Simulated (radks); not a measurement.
Q: O+, configuration [He] 2s2 2p3. Method: scalar-relativistic Kohn-Sham, PBE, spin-unpolarised, spherical densities, point nucleus; computed with a radial shooting solver on a logarithmic mesh with Libxc functionals. Some entries of the table are withheld. Estimate them.

| orbital | occ. | eigenvalue (eV) | <r> (bohr) | <r^2> (bohr^2) |
|---|---|---|---|---|
| 1s | 2 | -533.5661 | (1) | (2) |
| 2s | 2 | -39.6637 | 1.084 | 1.413 |
| 2p | 3 | -24.4499 | 1.110 | 1.574 |

A: 
(1) 1s <r> (bohr): 0.1995
(2) 1s <r^2> (bohr^2): 0.05376
